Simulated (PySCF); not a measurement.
Al(F)(OMe)(SiH3) (CH6AlFOSi), SMILES C[O][Al]([F])[SiH3].

Geometry optimised at B3LYP-D3(BJ)/def2-SVP. The structure was generated by enumeration; whether it is a known compound was not checked. The values are those of a single conformer.

Two levels are set side by side: TDA-PBE/def2-SVPD (PySCF) and TDA-ωB97X/def2-SVPD (PySCF). Vertical, same geometry. The lowest singlet is HOMO−1→LUMO 100 % with PBE and HOMO→LUMO 90 % with the other functional; states are paired by order. Differences are taken from unrounded values.

```
quantity                               TDA-ωB97X  TDA-PBE  TDA-PBE minus TDA-ωB97X
-------------------------------------  ---------  -------  -----------------------
lowest singlet excitation (eV)              6.55     5.17                    -1.39
lowest triplet excitation (TDA) (eV)        5.31     4.80                    -0.50
first bright state (f over 0.05) (eV)       6.55     6.10                    -0.46
its oscillator strength                     0.09     0.08                    -0.01
```

A lower first singlet is the usual sign of a functional without exact exchange. Differences between two approximate levels are no errors against the true value.

Rough cost on one machine, each run with all the roots and properties that it gave: TDA-ωB97X against TDA-PBE about 5 times.
